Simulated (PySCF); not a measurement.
# Removal energies of Cu⁻ from EOM-IP-GCCSD

Reference: closed-shell Cu⁻, [Ar] 3d10 4s2; one electron is removed. Calculated with PySCF 2.14, two-component X2C-1e with screened spin-orbit coupling, x2c-TZVPPall-2c with one added diffuse shell each of s, p, d, f type (7s8p5d3f1g, 86 functions); frozen [Ne]; the 6 highest virtual spinors dropped; of the others 100 kept and the rest restored at second order. No Breit or QED terms. Binding energies in eV.

| level | Koopmans | second order | EOM-CCSD | experiment |
| --- | --- | --- | --- | --- |
| 3d3/2 | 7.738 | -4.779 | 3.594 | 2.878 |
| 3d5/2 | 7.365 | -4.860 | 3.315 | 2.625 |
| 4s1/2 | 0.569 | 1.105 | 1.178 | 1.236 |

In EOM-CCSD the overlap with the one-orbital guess is low for 3d3/2 (weight 0.83), 3d5/2 (weight 0.81). That can mean mixing with two-hole, one-particle states, where second order and EOM-CCSD lose accuracy, or only a rotation among the degenerate components of the shell; the terms of those configurations are not listed.

Only part of the computed levels is shown.

Gaps of this size point to the basis (7s8p5d3f1g), which has few functions of high l to correlate and polarise the inner shells.

Where second order misses EOM-CCSD by more than 1 eV, it overshoots the relaxation and correlation of that hole or particle, which higher orders damp.
